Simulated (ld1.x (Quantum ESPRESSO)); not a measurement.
**Varying the TM potential for Ca**

Base potential:

calcium, norm-conserving Troullier–Martins (Kleinman–Bylander form), made with ld1.x (Quantum ESPRESSO) 7.5 (LDA (PZ), scalar-relativistic). Core [Ar], reference 3d0 4s1.5 4p0.5. Waves: 4s (bound): rc 3.20 bohr; 3d (bound, empty): rc 2.85 bohr; 4p (bound): rc 3.95 bohr. Local part: the p channel. Core correction: none.

Cutoffs, loose and tight: the cutoffs (Ry, on a coarse ladder) from which the occupation-weighted sum of valence levels, in a spherical-Bessel basis at the reference potential, stays within 10 and 1 mRy of its value at 400 Ry. They do not see the model core or the augmentation charge, which bear on the density cutoff. Test errors are all-electron minus pseudo excitation energies from the reference, over the configurations 3d0 4s2 4p0; 3d0 4s1 4p0; 3d0 4s1.5 4p0; 3d0 4s1 4p1; 3d1 4s1 4p0; 3d1 4s0 4p0; 3d0 4s0 4p1 (two spin-polarised tests are not counted in the largest error). A dash means not determined; rows that change the core or the reference have their own tests. The largest error is taken over the tests solved by every variant that gives reliable tests at all: 3d0 4s1 4p0; 3d0 4s1 4p1; 3d0 4s1.5 4p0; 3d0 4s2 4p0; 3d1 4s0 4p0.

For the base: The cutoffs count occupied waves only; the empty 3d level needs 25 Ry at the loose tolerance.

A true bound ghost makes a file unfit for plane-wave use even where its test errors are small: the radial tests pick states by their node count and pass the ghost by.

```csv
change,outcome,"cutoff, loose","cutoff, tight",bound ghosts,largest test error (meV)
base,generated,6 Ry,10 Ry,none,+971
wave 4p (bound): rc 3.95 bohr becomes 4p (bound): rc 4.28 bohr,generated,6 Ry,10 Ry,none,+970
wave 3d (bound): rc 2.85 bohr becomes 3d (bound): rc 2.96 bohr,generated,6 Ry,10 Ry,none,+968
wave 4s (bound): rc 3.20 bohr becomes 4s (bound): rc 2.88 bohr,generated,6 Ry,10 Ry,none,+961
local potential the d channel,generated,6 Ry,10 Ry,"s, p",+977
core correction a·sin(br)/r model core inside 2.86 bohr,generated,6 Ry,10 Ry,none,+264
```

Question: What comes out with this change to the base: all radii scaled by about 1.23 (s 3.94, p 4.86, d 3.52 bohr)?

Answer: outcome: generated; cutoff, loose: 6 Ry; cutoff, tight: 8 Ry; bound ghosts: none; largest test error (meV): +823.
